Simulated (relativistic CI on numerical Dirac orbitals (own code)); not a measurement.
# Hyperfine structure of Nb XXII, mass number 93

Computed by Dirac-Coulomb-Breit CI, KLI orbitals optimised for each configuration, model QED (radiative potential, 1s self-energy scaled to tabulated hydrogen-like ionisation energies), unscaled Slater integrals (own radial code, finite nucleus).

Configurations in the expansion (outside the closed core [Ne]): 3s2.3p6.3d2, 3s2.3p5.3d3, 3s.3p6.3d3, 3s2.3p6.3d.4s, 3s2.3p6.3d.4p, 3s2.3p6.3d.4d, 3s2.3p6.3d.4f, 3s2.3p5.3d2.4s, 3s2.3p5.3d2.4p, 3s2.3p6.4s2, 3s2.3p6.4s.4p, 3p6.3d4, 3p5.3d5. Double excitations out of closed p, d and f shells are left out; levels of such configurations are missing from the list, as are those of other unlisted configurations, and high levels can miss mixing partners. These lack a partner that the ground configuration has and come out too high: 3s2.3p5.3d2.4s, 3s2.3p5.3d2.4p.

Nuclear spin I = 9/2, μ = 6.163 μN, Q = -0.32 b (tables of Stone and Pyykkö). The electronic factors are computed for point nuclear moments, without core polarisation or the Bohr-Weisskopf and QED corrections.

| Level | E (cm⁻¹) | A (MHz) | B (MHz) |
| --- | --- | --- | --- |
| 3s2.3p6.3d2 3F_2 | 0 | 14900 | -784 |
| 3s2.3p6.3d2 3F_3 | 23827 | 8931 | -1090 |
| 3s2.3p6.3d2 3F_4 | 45527 | 7251 | -1720 |
| 3s2.3p6.3d2 1D_2 | 66221 | 7863 | 1330 |
| 3s2.3p6.3d2 3P_1 | 76495 | -6.302 | -1040 |
| 3s2.3p6.3d2 3P_2 | 102258 | 6103 | 1850 |
| 3s2.3p6.3d2 1G_4 | 104375 | 8741 | -5780 |
| 3s2.3p5.3d3 5D°_1 | 926300 | 23580 | -6230 |

Levels with J = 0, under 50 % of one LS term, or S terms without an open s electron are left out. Small factors come from cancelling terms and can be off by tens of per cent or more.

At this charge energies of transitions that change n are usually good to better than 1 %, and those within a shell (Δn = 0) to a few per cent. Terms inside the open d or f shell come out 10 to 20 % too wide with unscaled integrals.

(1) Give the hyperfine levels of 3s2.3p6.3d2 3F_2 relative to its centre of gravity.

Results:

(1) With K = F(F + 1) − I(I + 1) − J(J + 1), E = AK/2 + B[¾K(K + 1) − I(I + 1)J(J + 1)]/[2I(2I − 1)J(2J − 1)]: F = 5/2: -164200, F = 7/2: -111700, F = 9/2: -44460, F = 11/2: 37470, F = 13/2: 133900 MHz.

LS names give the leading component of a level, which can be under half, so a name can repeat, a term be missing and a line seem to break the LS rules.
